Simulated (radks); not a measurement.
The numbers below are computed, except where a source is named.
Spherical quantum dot in the effective-mass picture: electrons in a hard-walled sphere of radius 7.38, with a point charge +1 (a donor) at the centre, all in effective atomic units (hartree* = m*/eps^2 hartree, bohr* = eps/m* bohr), one dielectric constant everywhere. Level of theory: non-relativistic Kohn-Sham, PBE, spin-polarised, spherical densities (a radial shooting solver with Libxc functionals). Levels are named by radial order and angular momentum (1s, 1p, 1d, 2s, ...), and open shells are averaged over m. Results are scaled to m* = 0.179 and eps = 7.7, for which hartree* = 82.15 meV and bohr* = 2.276 nm. At N = 1 the configuration is 1s(up 1, down 0). Does electron 2 go into 1p up or 1s down?

Answer. Into 1s down. The total energies of the other choices lie higher by 13.6 meV (1p up).
